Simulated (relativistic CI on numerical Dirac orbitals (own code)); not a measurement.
## Hyperfine structure of Er15+, mass number 167

Computed by Dirac-Coulomb-Breit CI, orbitals from a KLI potential per configuration, QED by a radiative potential, unscaled Slater integrals (own radial code, finite nucleus).

Configurations in the expansion (outside the closed core [Ar] 3d10 4p6 4d10): 4s²4f⁷, 4s²4f⁵5s², 4s²4f⁶6s, 4s4f⁸, 4f⁹. Levels of other configurations are missing.

Nuclear spin I = 7/2, μ = -0.5623 μN, Q = 3.57 b (tables of Stone and Pyykkö). The electronic factors are computed for point nuclear moments, without core polarisation or the Bohr-Weisskopf and QED corrections.

| Level | E (cm⁻¹) | A (MHz) | B (MHz) |
| --- | --- | --- | --- |
| 4s²4f⁷ ⁶P°7/2 | 55258.3 | -62.65 | 3160 |
| 4s²4f⁷ ⁶P°5/2 | 56752.1 | -76.2 | 1630 |
| 4s²4f⁷ ⁶P°3/2 | 58098.6 | 111.2 | -888 |
| 4s²4f⁷ ⁶I°7/2 | 61038.9 | -301.4 | 695 |
| 4s²4f⁷ ⁶I°17/2 | 61695.8 | -185.1 | -29.2 |
| 4s²4f⁷ ⁶I°9/2 | 61889.3 | -235.5 | 933 |
| 4s²4f⁷ ⁶I°11/2 | 62530.4 | -203.6 | 976 |
| 4s²4f⁷ ⁶I°15/2 | 62666.8 | -183 | 633 |

Levels with J = 0, under 50 % of one LS term, or S terms without an open s electron are left out. Small factors come from cancelling terms and can be off by tens of per cent or more.

At this charge transitions that keep the count of f electrons are usually good to a few per cent. Terms inside the open d or f shell come out 10 to 20 % too wide with unscaled integrals. Levels and lines within the n = 5 or 6 shells can be off by up to 10 % or somewhat more, and those that change n by about 2 %, since core polarisation is missing. Levels that differ in their count of f electrons can be misplaced by several ten thousand cm⁻¹, since the correlation energy of f electrons is missing or only estimated; rates across such gaps can be off by orders of magnitude.

Q: Give the hyperfine levels of 4s²4f⁷ ⁶P°3/2 relative to its centre of gravity.

A: With K = F(F + 1) − I(I + 1) − J(J + 1), E = AK/2 + B[¾K(K + 1) − I(I + 1)J(J + 1)]/[2I(2I − 1)J(2J − 1)]: F = 2: -1226, F = 3: -258.3, F = 4: 440, F = 5: 361.7 MHz.

LS names give the leading component of a level, which can be under half, so a name can repeat, a term be missing and a line seem to break the LS rules.
